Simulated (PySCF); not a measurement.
Computed shifts of a molecule C₃H₅ClOSi, PySCF with KT2/pcSseg-1, GIAO, gas phase, equivalent atoms averaged, in ppm (number of nuclei): ¹³C: 71.5 (1), 69.3 (1), 16.7 (1). ²⁹Si: 4.5 (1). ¹H: 5.58 (1), 2.32 (1), 2.19 (1), 2.12 (1), 1.87 (1). References: ¹³C against TMS (σ = 185.1 ppm); ²⁹Si against TMS (σ = 361.9 ppm); ¹⁷O against H2O (σ = 330.4 ppm); ³⁵Cl against HCl (σ = 945.4 ppm); ¹H against TMS (σ = 31.47 ppm), references at their B3LYP-D3(BJ)/def2-TZVP geometries, non-relativistic (without spin–orbit terms, shifts of atoms bonded to Cl or Br come out too high). Geometry: PBE0-D3(BJ)/def2-SVP. One conformer was computed; it need not be the lowest.

**Question.** Pick the molecule that these values belong to.
(A) C=C=C[Si@H](O)Cl
(B) CC1=C[Si@@H](Cl)O1
(C) ClC1=C[SiH2]CO1
(D) C#CC[Si@@H](O)Cl

**Answer.** D, C#CC[Si@@H](O)Cl
